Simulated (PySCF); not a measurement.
Species: C2H6SiTe.
Cartesian coordinates in Å at the PBE0-D3(BJ)/def2-SVP level; atoms count from 1:
```xyz
10
C2H6SiTe angstrom
C      1.6093    0.5023   -0.1688
C      1.4271   -0.8165   -0.2345
Te    -0.3697   -1.9031    0.0076
Si    -1.8420    0.1008    0.2411
H      2.6072    0.9266   -0.3199
H      0.8044    1.2154    0.0332
H      2.2727   -1.4830   -0.4366
H     -1.7387    0.9774   -0.9635
H     -1.4951    0.9010    1.4536
H     -3.2260   -0.4418    0.3682
```

Method used: PySCF, PBE0-D3(BJ)/def2-SVP geometry optimisation, gas phase, def2 core potentials past Kr.

Masses are those of the commonest isotopes; rigid-rotor values at the optimised geometry. The values belong to one conformer with, in the numbering `[CH2:1]=[CH:2][Te:3][SiH3:4]`, C1–C2–Te3–Si4 4°.

(1) What are A, B and C (MHz)?

(2) What kind of rotor is it?

(3) Is it planar, by Δ = Ic − Ia − Ib?

(4) Give the other two planar moments, Paa and Pbb, and the rms extents of the mass along the axes.

(5) Where do the levels up to J = 3 lie, in cm⁻¹?

(6) Predict some low-J microwave lines.

## Answers

(1) Ia = 168.10, Ib = 182.14, Ic = 344.20 u·Å²; 505379 MHz·u·Å²/I gives A = 3006, B = 2775, C = 1468 MHz.

(2) An asymmetric top; Ray's κ = 0.698.

(3) Not planar: Δ = Ic − Ia − Ib = -6.04 u·Å². For a rigid frame Δ = −2 Σ m c², so Σ m c² = 3.02 u·Å² lies off the ab plane: 3.00 from hydrogen and 0.02 from heavier atoms. The atom farthest from that plane is 1.22 Å away.

(4) Paa = Σ m a² = (Ib + Ic − Ia)/2 = 179.13 and Pbb = Σ m b² = (Ia + Ic − Ib)/2 = 165.08 u·Å². With the mass M = 187.93 u, the rms extents √(P/M) along a, b and c are 0.98, 0.94, 0.13 Å.

(5) Above 0(0,0):
J = 1: 1(0,1) 0.1415, 1(1,1) 0.1493, 1(1,0) 0.1928
J = 2: 2(0,2) 0.3878, 2(1,2) 0.3887, 2(1,1) 0.5195, 2(2,1) 0.5427, 2(2,0) 0.5795
J = 3: 3(0,3) 0.7294, 3(1,3) 0.7295, 3(1,2) 0.9626, 3(2,2) 0.9673, 3(2,1) 1.0870, 3(3,1) 1.1333, 3(3,0) 1.1616
The levels of one J sum to (2J + 1)J(J + 1)(A + B + C)/3.

(6) The dipole components are |μa| = 0.04 D, |μb| = 0.65 D, |μc| = 0.02 D. The squared components, which scale the intensities, stand as 0.00 : 1.00 : 0.00 (a : b : c). Some lines, for components of 0.1 D or more:

| type | branch | J(Ka,Kc) | MHz | lower level (cm⁻¹) |
| --- | --- | --- | --- | --- |
| b | Q | 1(1,0) ← 1(0,1) | 1538 | 0.142 |
| b | Q | 2(2,0) ← 2(1,1) | 1798 | 0.519 |
| b | Q | 2(1,1) ← 2(0,2) | 3947 | 0.388 |
| b | R | 1(1,1) ← 0(0,0) | 4475 | 0.000 |
| b | Q | 2(2,1) ← 2(1,2) | 4615 | 0.389 |
| b | R | 2(0,2) ← 1(1,1) | 7151 | 0.149 |
| b | R | 2(1,2) ← 1(0,1) | 7411 | 0.142 |
| b | R | 2(2,1) ← 1(1,0) | 10488 | 0.193 |
| b | R | 2(2,0) ← 1(1,1) | 12897 | 0.149 |

Whether it is a minimum is left open (no frequencies). These are rigid-rotor constants of the computed structure; measured ground-state constants (B0) also hold zero-point vibration. A rigid rotor knows nothing of internal rotation, which can split or shift real lines.
